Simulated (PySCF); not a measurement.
C6H4O.
Bonds: C1–C2 (triple), C2–C3, C3–C4 (aromatic), C4–C5 (aromatic), C5–C6 (aromatic), C6–O7 (aromatic), C3–O7 (aromatic). Hydrogens: H8 on C1; H9 on C4; H10 on C5; H11 on C6.

Computed geometry: GFN2-xTB, gas phase.

(1) Give the optimised bond lengths and angles.

Answers

(1) 
| bond | length (Å) | order |
| --- | --- | --- |
| C1≡C2 | 1.201 | triple |
| C2–C3 | 1.405 | single |
| C3–C4 | 1.373 | aromatic |
| C4–C5 | 1.412 | aromatic |
| C5–C6 | 1.362 | aromatic |
| C6–O7 | 1.339 | aromatic |
| C3–O7 | 1.354 | aromatic |
| C1–H8 | 1.049 | single |
| C4–H9 | 1.071 | single |
| C5–H10 | 1.071 | single |
| C6–H11 | 1.072 | single |

Orders are formal, as drawn. A selection of angles:
| angle | degrees |
| --- | --- |
| C2–C1–H8 | 179.5 |
| C1–C2–C3 | 179.9 |
| C2–C3–C4 | 130.0 |
| C2–C3–O7 | 120.0 |
| C4–C3–O7 | 110.0 |
| C3–C4–C5 | 105.9 |
| C3–C4–H9 | 126.5 |
| C5–C4–H9 | 127.5 |
| C4–C5–C6 | 106.0 |
| C4–C5–H10 | 127.0 |
| C6–C5–H10 | 127.0 |
| C5–C6–O7 | 111.0 |
| C5–C6–H11 | 131.9 |
| O7–C6–H11 | 117.1 |
| C3–O7–C6 | 107.0 |

The 5 C–C bonds span 1.201 Å (C1≡C2, drawn triple) to 1.412 Å (C4–C5, aromatic), a spread of 0.211 Å. The 7 heavy atoms lie in one plane (0.000 Å rms). O7 (furan-type oxygen) is bent (angle 107.0°). The 5-membered ring C3–C4–C5–C6–O7 has internal angles of 105.9° to 111.0°; it is planar, 0.00 Å rms from its mean plane, widest ring torsion 0°.

Point group: Cs (every atom within 0.08 Å of its image). GFN2-xTB frequencies: not computed here.
